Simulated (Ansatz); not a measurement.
C$_{2}$H$_{4}$BrFSi, SMILES `C=C[SiH](F)Br`, relaxed with RKS PBE-D4/def2-SVP in Ansatz from a rough embedded geometry. The force threshold is 0.03 eV/Å; the program also tests the step.

The species carries charge 0 and has multiplicity 1.

Start:

```xyz
9

C    -1.247    0.786   -0.454
C    -0.453   -0.221   -0.512
Si    0.909   -0.562    0.623
F     1.488   -2.044    0.377
Br    2.606    0.810    0.136
H    -2.096    0.918   -1.224
H    -1.222    1.605    0.278
H    -0.515   -0.950   -1.304
H     0.531   -0.343    2.080
```

**Question.** How much energy does the relaxation release, and in how many steps? (Best estimate.)

**Answer.** The calculation gave: 7.85 kcal/mol, in 14 steps, 2 of them rejected.

**Question.** Which bonds change most? (An estimate is asked.)

**Answer.** The calculation gave: C1–C2 from 1.284 to 1.349 Å; C1–H6 from 1.154 to 1.104 Å; C2–Si3 from 1.805 to 1.855 Å; Si3–F4 from 1.610 to 1.638 Å.

**Question.** Give the relaxed structure. (Estimate.)

**Answer.** The calculation gave: 
```xyz
9

C    -1.423    0.627   -0.379
C    -0.309   -0.070   -0.683
Si    0.974   -0.440    0.604
F     1.122   -2.057    0.822
Br    2.964    0.313   -0.074
H    -2.192    0.864   -1.135
H    -1.621    0.998    0.644
H    -0.150   -0.414   -1.722
H     0.635    0.179    1.924
```
